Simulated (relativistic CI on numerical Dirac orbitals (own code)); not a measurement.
# Ru⁵⁺: L-alpha,beta X-ray emission

Computed with this model: Dirac-Coulomb-Breit CI, separate exchange-only KLI orbitals for each configuration, model QED (radiative potential, 1s self-energy scaled to tabulated hydrogen-like ionisation energies), valence Slater integrals scaled by 0.7, multiplet model of X-ray emission after core ionisation; configurations [Kr] 4d3 → [He] 2s2 2p5 3s2 3p6 3d10 4s2 4p6 4d3 → [Ar] 3d9 4s2 4p6 4d3; 80 K; Lorentzian 2.8 eV and Gaussian 0.6 eV FWHM. Energies are those of the free ion, without screening or charge transfer. S is read from ⟨S²⟩ = S(S + 1).

Computed curve for free ion, scaled to 100 at the maximum (points under 2 are left out and the grid is thinned):

Energy (eV), Intensity and a bar:
```
   2548.2        2.1 
   2549.0        2.4 
   2549.8        2.6 
   2550.2        2.8 
   2551.0        3.2 
   2551.8        3.8 #
   2552.6        4.6 #
   2553.0        5.2 #
   2553.8        6.7 #
   2554.6        9.2 ##
   2555.4       12.7 ###
   2555.8       15.0 ####
   2556.6       19.9 #####
   2557.4       24.4 #######
   2558.2       30.4 #########
   2558.6       35.6 ##########
   2559.4       54.1 ################
   2560.2       83.7 #########################
   2561.0      100.0 ##############################
   2561.4       92.4 ############################
   2562.2       60.4 ##################
   2563.0       35.3 ##########
   2563.8       21.6 ######
   2564.6       14.2 ####
   2565.0       11.8 ###
   2565.8        8.5 ##
   2566.6        6.4 #
   2567.4        5.0 #
   2567.8        4.5 #
   2568.6        3.6 
   2569.4        3.0 
   2570.2        2.5 
   2570.6        2.3 
   2675.4        2.1 
   2676.2        3.0 
   2677.0        4.0 #
   2677.4        4.5 #
   2678.2        5.2 #
   2679.0        5.5 #
   2679.8        5.3 #
   2680.6        5.3 #
   2681.0        5.6 #
   2681.8        6.9 #
   2682.6        9.5 ##
   2683.4       14.2 ####
   2683.8       17.7 #####
   2684.6       27.8 ########
   2685.4       40.8 ############
   2686.2       47.4 ##############
   2686.6       44.9 #############
   2687.4       32.9 #########
   2688.2       21.1 ######
   2689.0       13.4 ###
   2689.4       10.8 ###
   2690.2        7.3 ##
   2691.0        5.2 #
   2691.8        3.8 #
   2692.2        3.3 
   2693.0        2.5 
   2693.8        2.0
```

The ground state has S = 1.48, and the centroid lies at 2603.20 eV.
